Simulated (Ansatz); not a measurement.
`C[SiH](N)CO`, charge 0, multiplicity 1.

**Question.** Give a relaxed structure at PBE0-D4/def2-TZVP (Ansatz). (Estimate.)

**Answer.** The calculation gave: 
Z-matrix (Å, degrees):
```
C
Si 1 1.863
H 1 1.093 2 110.4
H 1 1.093 2 110.3 3 -119.2
H 1 1.093 2 111.8 3 119.9
N 2 1.737 1 107.4 3 -179.6
C 2 1.886 1 112.0 3 67.5
H 2 1.496 1 110.3 3 -54.9
H 6 1.009 2 119.5 1 167.1
H 6 1.008 2 118.7 1 28.3
O 7 1.422 2 109.5 1 69.3
H 7 1.101 2 111.1 1 -167.6
H 7 1.095 2 111.1 1 -49.5
H 11 0.966 7 106.6 2 35.8
```
This is one stationary point; other conformers may exist.
